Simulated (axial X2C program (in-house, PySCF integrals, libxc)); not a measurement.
Levels of SnB by electron attachment to SnB⁺ (EOM-EA-CCSD)

Calculated with an in-house all-electron X2C program for linear molecules (integrals from PySCF): two-component X2C with atomic mean-field Coulomb and Gaunt terms, Gaussian nuclei, basis Sn dyall-acv3z, B dyall-av3z with contracted cores.

R = 2.089 Å (0.960 times 2.176 Å, the PBE0 minimum at charge 0 for the lowest determinant).

Levels of SnB obtained by attaching an electron to SnB⁺:

```tsv
Ω	binding energy (eV)	above lowest (cm⁻¹)	attached spinor	one-particle weight
3/2	7.653	0	46% Sn pπ, 45% B pπ	0.92
1/2	7.443	1696	34% B pσ, 19% Sn pπ, 15% Sn pσ	0.89
1/2	5.289	19070	36% Sn pπ, 29% B pπ, 16% Sn dπ	0.66
3/2	4.890	22286	35% B pπ, 28% Sn pπ, 18% Sn dπ	0.70
```

This point took 42 s on 1 thread of Arm Neoverse N1, with other jobs on the host.

Reference electrons by ω block (each with its −ω partner): 1/2: 18, 3/2: 7, 5/2: 2. 16 electrons of SnB⁺ correlated (inner shells frozen), 88 natural virtual spinors (a truncated set); levels can be off by some tenths of an eV. Roots sought by Ω: (1/2: 5, 3/2: 4, 5/2: 2, 7/2: 1); the list ends where they run out and leaves out roots under 60 % one-particle weight. The solver can skip a root, and states that need a further excitation, which the method places far too high, are missing though they may lie low or lowest. T1 of the reference 0.039 (Lee–Taylor). The reference was not checked to be the lowest state of its species. Number of frozen shells: Sn 4 s, 3 p, 1 d; B 1 s. Large amplitudes in the reference (orbital relaxation or multireference character) lower the reliability. Left out with split weight: Ω = 1/2 at 5.04 eV (0.22).
